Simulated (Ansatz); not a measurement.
Cartesian coordinates in Å:
```
C 0.9464 0.1753 -2.2689
O 0.5946 -0.2652 -0.9721
Si 0.9657 0.6126 0.3816
N 0.0360 -0.0638 1.6520
Si -1.5937 -0.6008 1.6017
O -2.0142 -0.8352 0.0518
F -2.5931 0.4824 2.2042
H 0.6541 1.2185 -2.4311
H 2.0240 0.0800 -2.4356
H 0.4273 -0.4501 -2.9960
H 0.6425 2.0296 0.0657
H 2.4042 0.5035 0.7399
H 0.5353 -0.2324 2.5136
H -1.7607 -1.7915 2.4566
H -1.2685 -0.8628 -0.5633
```

Total charge 0; spin multiplicity 1.

List the PBE0/def2-TZVPP orbital energies in eV (the Gaussian-basis code of Ansatz). (Estimate.)

The calculation gave: Occupied: -1803.73, -1803.47, -673.40, -523.24, -522.51, -391.17, -279.86, -145.84, -145.68, -100.54, -100.53, -100.48, -100.37, -100.34, -100.31, -32.85, -29.00, -28.06, -24.04, -19.75, -15.99, -15.61, -14.37, -13.61, -13.29, -13.26, -13.02, -12.50, -11.98, -11.43, -10.65, -10.29, -10.11, -9.52, -9.21, -8.67, -8.23. Lowest empty: 0.27, 0.62, 1.47, 1.65, 1.87, 2.01, 2.10, 2.67.
